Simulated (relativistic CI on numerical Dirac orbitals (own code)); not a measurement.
**Kr III: calculation against measurement**

Calculated at this level of theory: Dirac-Coulomb-Breit CI, separate exchange-only KLI orbitals for each configuration, model QED (radiative potential, 1s self-energy scaled to tabulated hydrogen-like ionisation energies), valence Slater integrals scaled by 0.85, P86 correlation energy added to each configuration (own radial code, finite nucleus).

CI space (outside the closed core [Ar] 3d10): 4s2 4p4, 4s 4p5, 4s2 4p3 4d, 4p6, 4s2 4p3 4f, 4s2 4p3 5s, 4s 4p4 4d, 4s2 4p3 5p, 4s2 4p3 6s, 4s2 4p3 5d, 4s 4p4 4f, 4s2 4p3 6p, 4s2 4p3 6d, 4s2 4p3 5f, 4s2 4p2 4d2, 4s2 4p 4d3, 4s2 4p 4d2 4f, 4s2 4p 4d2 5s, 4s 4p2 4d3, 4s2 4p 4d2 5p. Double excitations out of closed p, d and f shells are left out; levels of such configurations are missing from the list, as are those of other unlisted configurations, and high levels can miss mixing partners. These lack a partner that the ground configuration has and come out too high: 4s2 4p3 6s, 4s2 4p3 5d, 4s 4p4 4f, 4s2 4p3 6p, 4s2 4p3 6d.

```
Configuration  Term (tabulated)  J  Measured (cm⁻¹)  Computed  Error  Purity (%)
      4s2 4p4                3P  2              0.0         0      0          94
      4s2 4p4                3P  1           4548.4      4438   -110          98
      4s2 4p4                3P  0           5312.9      5116   -196          93
      4s2 4p4                1D  2          14644.3     14821    177          94
      4s2 4p4                1S  0          33079.6     30709  -2370          91
       4s 4p5               3P°  2         115930.9    124009   8078          74
       4s 4p5               3P°  1         119380.2    127410   8030          72
       4s 4p5               3P°  0         121543.0    129533   7990          73
   4s2 4p3 4d               5D°  0         138446.7    144923   6476          98
   4s2 4p3 4d               5D°  1         138471.0    144938   6467          98
   4s2 4p3 4d               5D°  2         138480.6    144932   6451          98
   4s2 4p3 4d               5D°  3         138492.5    144917   6424          97
   4s2 4p3 4d               5D°  4         138649.1    145010   6361          97
   4s2 4p3 5s               5S°  2         145718.9    153131   7412          97
   4s2 4p3 4d               3D°  2         147804.5    155933   8129          83
   4s2 4p3 4d               3D°  3         148735.3    156927   8192          92
   4s2 4p3 4d               3D°  1         149071.9    157322   8250          98
   4s2 4p3 5s               3S°  1         151580.2    159444   7863          95
   4s2 4p3 4d               3F°  2         153563.2    161153   7589          86
   4s2 4p3 4d               1S°  0         154399.7    164662  10262          97
   4s2 4p3 4d               3F°  3         154699.9    162246   7546          89
   4s2 4p3 4d               3F°  4         156082.0    163573   7491          89
   4s2 4p3 4d               3G°  3         159996.4    167352   7355          90
   4s2 4p3 4d               3G°  4         160414.9    167728   7313          83
   4s2 4p3 4d               3G°  5         161108.6    168330   7222          99
   4s2 4p3 4d               1G°  4         162841.0    170944   8103          90
   4s2 4p3 5s               3D°  1         163268.9    171593   8324          75
   4s2 4p3 5s               3D°  2         163635.8    171881   8245          63
   4s2 4p3 5s               3D°  3         165053.5    173481   8428          92
   4s2 4p3 4d               3D°  1         170202.3    178458   8256          79
   4s2 4p3 4d               3P°  0         171995.9    179933   7937          77
   4s2 4p3 4d               3D°  2         172465.5    180608   8142          81
   4s2 4p3 4d               3P°  1         172983.1    180700   7717          74
   4s2 4p3 4d               3D°  3         174451.0    182835   8384          83
   4s2 4p3 4d               3F°  3         174830.7    181306   6476          91
   4s2 4p3 4d               3F°  4         175043.0    181705   6662          86
   4s2 4p3 4d               3F°  2         175211.2    182065   6854          86
   4s2 4p3 5p                5P  1         175543.8    181985   6441          96
   4s2 4p3 5p                5P  2         175778.6    182232   6454          93
   4s2 4p3 5p                5P  3         176520.0    182895   6375          97
   4s2 4p3 4d               3P°  2         176790.8    184485   7694          64
   4s2 4p3 5s               3P°  0         178243.5    185942   7698          78
   4s2 4p3 5s               3P°  1         178259.0    185841   7582          64
   4s2 4p3 5p                3P  1         179628.8    186436   6808          93
   4s2 4p3 5p                3P  2         180083.0    186868   6785          93
   4s2 4p3 5p                3P  0         180237.1    186999   6762          99
   4s2 4p3 4d               3S°  1         181263.5    188547   7283          65
   4s2 4p3 5s               1P°  1         182264.9    190143   7878          71
   4s2 4p3 4d               1F°  3         182966.8    192913   9946          66
   4s2 4p3 4d             3D° †  3         184891.8    191079   6187          62
   4s2 4p3 4d             3D° †  2         185688.6    193334   7645          72
   4s2 4p3 4d               3D°  1         188233.2    195477   7243          83
   4s2 4p3 4d               3P°  2         188569.1    198874  10305          57
   4s2 4p3 4d               3P°  1         190226.2    201087  10861          67
   4s2 4p3 5p                3F  3         193825.1    201274   7449          67
   4s2 4p3 5p                1F  3         194962.8    203097   8134          67
   4s2 4p3 5p                3D  3         195478.0    202438   6960          68
   4s2 4p3 5p                3F  4         195674.5    203104   7429          99
   4s2 4p3 4d               1F°  3         196286.2    204298   8012          83
   4s2 4p3 5p                3P  2         198107.8    205638   7531          91
   4s2 4p3 5p                3P  0         198788.9    206012   7223          93
```

Measured levels from Saloman, J. Phys. Chem. Ref. Data 36, 215 (2007); pairs were made by configuration, J and term (by order where the table uses no LS term), so strongly mixed levels may be paired wrongly.

Mean error by configuration (cm⁻¹): 4s2 4p4 -625; 4s 4p5 8033; 4s2 4p3 4d 7787; 4s2 4p3 5s 7929; 4s2 4p3 5p 7029. Over the excited levels the mean absolute error is 7175 cm⁻¹ (60 of the 69 excited levels that our extract of the source holds in range could be paired, and the others can miss by more), and the median relative error of those above 1,000 cm⁻¹ is 4.6 %. † marks terms whose computed intervals miss the measured ones by more than a factor of 2.5, or configurations far off the rest, from wrong mixing, a near crossing or a doubtful label or measurement; they are left out of the means.
